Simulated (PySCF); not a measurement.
Cl2Sr, singlet, at a GFN2-xTB geometry (such geometries of metal compounds can be far from the true shape) (core potentials on Sr).

Here is a job for PySCF.
```python
from pyscf import gto, scf, dft

mol = gto.Mole()
mol.atom = '''
    Sr    0.29122395   -0.61094818    0.12088586
    Cl    1.08031446    1.07365832   -1.54654975
    Cl   -1.73128564    0.29199055    1.27633429
'''
mol.basis = 'def2-svp'
mol.ecp = {'Sr': 'def2-svp'}
mol.verbose = 3
mol.build()

mf = dft.RKS(mol)
mf.xc = 'tpssh'
mf.kernel()
```

Question: What does this run give for the number of basis functions, total energy, nuclear repulsion energy, dipole moment, HOMO energy?

Answer: 
```json
{
  "number_of_basis_functions": "59",
  "total_energy": "-951.0162 Eh",
  "nuclear_repulsion_energy": "109.6872 Eh",
  "dipole_moment": "8.28 D",
  "HOMO energy": "-6.90 eV"
}
```
